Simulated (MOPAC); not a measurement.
MOPAC input (PM7):

```
PM7 PRECISE GNORM=0.05 LET XYZ CHARGE=-1 GEO-OK AUX(PRECISION=9) THREADS=1
CH6FSi2

F     1.63394500 1   -1.06399400 1   -0.54006200 1
Si    1.25059500 1    0.58686100 1   -0.38132700 1
C    -0.24550300 1    0.34817700 1    0.91659900 1
Si   -1.83093400 1   -0.12453700 1    0.09688200 1
H     2.27815800 1    0.91504600 1    0.74043400 1
H    -0.38679400 1    1.30707300 1    1.43108800 1
H     0.03508100 1   -0.39599300 1    1.67045500 1
H    -1.70813100 1   -1.32872600 1   -0.77145500 1
H    -2.95918200 1   -0.45187600 1    1.03750600 1
H    -2.36686900 1    0.96883100 1   -0.76484000 1
```

Output:

```
 *******************************************************************************
 **                                                                           **
 **                              MOPAC v23.2.5                                **
 **                                                                           **
 *******************************************************************************
 ** MOPAC's Digital Object Identifier: https://doi.org/10.5281/zenodo.6511958 **
 **                                                                           **
 ** Please cite the open-source release paper for use of this MOPAC version:  **
 ** J. E. Moussa and J. J. P. Stewart (2026)                                  **
 ** MOPAC: An open-source semiempirical molecular orbital program             **
 ** J. Open Source Softw., 11(119), 8025, https://doi.org/10.21105/joss.08025 **
 *******************************************************************************

                              PM7 CALCULATION RESULTS

 *******************************************************************************
 *  PM7        - The PM7 Hamiltonian to be used
 *  GEO-OK     - OVERRIDE INTERATOMIC DISTANCE AND OTHER SAFETY CHECKS
 *
 *
 *
 *                 CHARGE ON SYSTEM = -1
 *
 *
 *
 *  LET        - OVERRIDE SOME SAFETY CHECKS
 *  PRECISE    - TIGHTER CRITERIA TO BE USED
 *  XYZ        - CARTESIAN COORDINATE SYSTEM TO BE USED
 *  GNORM      - EXIT WHEN GRADIENT NORM DROPS BELOW 0.050
 *  AUX        - OUTPUT AUXILIARY INFORMATION
 *******************************************************************************
PM7 PRECISE GNORM=0.05 LET XYZ CHARGE=-1 GEO-OK AUX(PRECISION=9) THREADS=1
 CH6FSi2

   ATOM   CHEMICAL          X               Y               Z
  NUMBER   SYMBOL      (ANGSTROMS)     (ANGSTROMS)     (ANGSTROMS)

     1       F          1.63394500  *  -1.06399400  *  -0.54006200  *
     2      Si          1.25059500  *   0.58686100  *  -0.38132700  *
     3       C         -0.24550300  *   0.34817700  *   0.91659900  *
     4      Si         -1.83093400  *  -0.12453700  *   0.09688200  *
     5       H          2.27815800  *   0.91504600  *   0.74043400  *
     6       H         -0.38679400  *   1.30707300  *   1.43108800  *
     7       H          0.03508100  *  -0.39599300  *   1.67045500  *
     8       H         -1.70813100  *  -1.32872600  *  -0.77145500  *
     9       H         -2.95918200  *  -0.45187600  *   1.03750600  *
    10       H         -2.36686900  *   0.96883100  *  -0.76484000  *

          CARTESIAN COORDINATES

    NO.       ATOM           X           Y           Z

     1         F          1.6339     -1.0640     -0.5401
     2        Si          1.2506      0.5869     -0.3813
     3         C         -0.2455      0.3482      0.9166
     4        Si         -1.8309     -0.1245      0.0969
     5         H          2.2782      0.9150      0.7404
     6         H         -0.3868      1.3071      1.4311
     7         H          0.0351     -0.3960      1.6705
     8         H         -1.7081     -1.3287     -0.7715
[...]

                              PM7 CALCULATION
                                                       MOPAC v23.2.5 Linux

          FINAL HEAT OF FORMATION =       -134.93302 KCAL/MOL =    -564.55976 KJ/MOL

          COSMO AREA              =        137.41 SQUARE ANGSTROMS
          COSMO VOLUME            =        132.94 CUBIC ANGSTROMS

          GRADIENT NORM           =          0.04850          =       0.01534 PER ATOM
          IONIZATION POTENTIAL    =          2.846894 EV
          HOMO LUMO ENERGIES (EV) =         -2.847  6.305
          NO. OF FILLED LEVELS    =         13
          MOLECULAR WEIGHT        =         93.2278         POINT GROUP:  C1

          MOLECULAR DIMENSIONS (Angstroms)

            Atom       Atom       Distance
            H     9    F     1     5.32317
            H     6    H     8     3.63891
            H     7    H    10     3.07823

          SCF CALCULATIONS        =        336

   ATOM   CHEMICAL          X               Y               Z
  NUMBER   SYMBOL      (ANGSTROMS)     (ANGSTROMS)     (ANGSTROMS)

     1       F          2.02892620  *  -0.99384555  *  -0.49469983  *
     2      Si          1.23398892  *   0.34792994  *  -0.17248232  *
     3       C         -0.30083878  *   0.19144520  *   0.91307321  *
     4      Si         -1.93756835  *   0.00448795  *   0.08739476  *
     5       H          1.70632574  *   1.60628173  *  -0.67925596  *
     6       H         -0.31192061  *   1.08301978  *   1.59166913  *
     7       H         -0.08594711  *  -0.70551528  *   1.55635059  *
     8       H         -2.01147222  *  -1.17983077  *  -0.75736725  *
     9       H         -2.97833672  *  -0.14466350  *   1.09978712  *
    10       H         -2.29965551  *   1.17172583  *  -0.70512983  *

                             CARTESIAN COORDINATES

   1    F        2.028926203    -0.993845547    -0.494699827
   2   Si        1.233988915     0.347929939    -0.172482324
   3    C       -0.300838778     0.191445196     0.913073210
   4   Si       -1.937568354     0.004487952     0.087394758
   5    H        1.706325743     1.606281728    -0.679255962
   6    H       -0.311920613     1.083019780     1.591669129
   7    H       -0.085947113    -0.705515281     1.556350586
   8    H       -2.011472220    -1.179830766    -0.757367250
   9    H       -2.978336720    -0.144663500     1.099787116
  10    H       -2.299655505     1.171725830    -0.705129829

           Empirical Formula: C H6 F Si2  =    10 atoms

      MOLECULAR POINT GROUP   :   C1

                  EIGENVALUES
 -33.43356 -20.57336 -13.20914 -10.08514  -9.60721  -9.52747  -9.21372  -8.91697
  -8.09618  -7.77162  -7.56350  -6.11947  -2.84689   6.30482   6.55790   6.68641
   7.70924   8.79309  10.35665  11.11651  12.40140  13.33439  25.26618  25.37214
  25.87913  26.17887  26.81254  26.94777  27.25799  27.79379  28.31192  28.69125

              NET ATOMIC CHARGES AND DIPOLE CONTRIBUTIONS

  ATOM NO.   TYPE          CHARGE      No. of ELECS.   s-Pop       p-Pop       d-Pop
    1          F          -0.440836        7.4408     1.91897     5.52187
    2         Si          -0.288218        4.2882     0.64265     3.44275     0.20281
    3          C          -0.563819        4.5638     1.04027     3.52355
    4         Si          -0.005534        4.0055     0.88276     2.96934     0.15343
    5          H          -0.006224        1.0062     1.00622
    6          H           0.153405        0.8466     0.84659
    7          H           0.160853        0.8391     0.83915
    8          H           0.008363        0.9916     0.99164
    9          H          -0.020808        1.0208     1.02081
   10          H           0.002818        0.9972     0.99718
 DIPOLE           X         Y         Z       TOTAL
 POINT-CHG.    -4.829     1.043     1.124     5.066
 HYBRID         0.435    -1.515     0.534     1.665
 SUM           -4.393    -0.473     1.658     4.720

          ATOMIC ORBITAL ELECTRON POPULATIONS

     Atom    s        px        py        pz      x^2-y^2     xz        z^2       yz        xy
    1  F   1.91897   1.86949   1.70476   1.94762
    2 Si   0.64265   1.06774   0.74905   1.62596   0.05797   0.03223   0.02387   0.03953   0.04922
    3  C   1.04027   1.18348   1.12128   1.21879
    4 Si   0.88276   0.95496   1.01640   0.99798   0.03972   0.04705   0.01005   0.03645   0.02016
    5  H   1.00622
    6  H   0.84659
    7  H   0.83915
    8  H   0.99164
    9  H   1.02081
   10  H   0.99718

 **********************
 *                    *
 * JOB ENDED NORMALLY *
 *                    *
 **********************

 == MOPAC DONE ==
```

The dipole moment of an ion depends on the origin.

The geometry given is a B3LYP-D3(BJ)/def2-TZVP minimum.
